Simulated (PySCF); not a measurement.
Peak assignment

Geometry (Å), atoms numbered from 1 in this order:
```xyz
21

C     4.1179   -1.0818   -0.4619
Si    3.2994   -0.1336    0.9654
C     1.6753    0.5160    0.3568
C     0.6145    0.9266   -0.0596
Si   -1.0292    1.4916   -0.6995
N    -2.2525    0.3917   -0.1028
Si   -3.5887    0.8856    0.8985
Si   -2.1888   -1.2797   -0.5938
H     4.2895   -0.4338   -1.3169
H     3.4927   -1.9053   -0.7957
H     5.0773   -1.4955   -0.1639
H     3.0580   -1.0308    2.1037
H     4.1366    1.0035    1.3726
H    -1.0173    1.4452   -2.1679
H    -1.3275    2.8322   -0.1954
H    -3.5158    0.1699    2.1749
H    -4.8449    0.5638    0.2138
H    -3.4812    2.3265    1.1114
H    -0.8144   -1.5872   -0.9806
H    -3.0964   -1.4807   -1.7299
H    -2.6136   -2.1073    0.5347
```

PySCF 2.14.0 with density-fitted response routines calculation with PBE0/pcSseg-1 with gauge-including orbitals and GFN2-xTB geometry; non-relativistic, rapidly exchanging positions averaged, a single conformation, gas phase.

Shifts are taken against calculated references (same method and geometry level): ¹³C and ¹H vs TMS.

**Question.** Assign these signals to the numbered atoms. ¹³C{¹H} NMR (computed): δ 118.9 (C), 116.8 (C), -4.6 (CH3).

**Answer.** 
| δ (ppm) | atoms | environment | reason |
| --- | --- | --- | --- |
| 118.9 | C4 | alkyne carbon | – |
| 116.8 | C3 | alkyne carbon | – |
| -4.6 | C1 | methyl carbon bonded to Si | an electropositive neighbour leaves it electron-rich and shielded |

**Question.** Assign these signals to the numbered atoms. ¹H NMR (400 MHz, computed): δ 5.01 (s, 2H), 4.82 (s, 6H), 4.48 (q, 2H), 0.34 (t, 3H).

**Answer.** 
5.01 → H14/H15, hydrogen on a silicon bonded to C, N
4.82 → H16/H17/H18/H19/H20/H21, hydrogen on a silicon bonded to N
4.48 → H12/H13, hydrogen on a silicon bonded to 2 C
0.34 → H9/H10/H11, hydrogen on a methyl carbon bonded to Si: an electropositive neighbour shields it, as in TMS itself

Shifts are as computed. Against solution values, carbons near 30 ppm lie about +3 ppm off and those near 130 ppm about +5 ppm. Of 1211 compounds with measured shifts, 218 miss one by over three times the rms of a fit or turn the order of signals round; such compounds aren't used in these exercises. No couplings were computed; multiplicities are counted from neighbouring protons, with m where these are inequivalent, close in shift, in a saturated or five-membered ring or joined by F or P, and br s for small geminal =CH2 splittings.
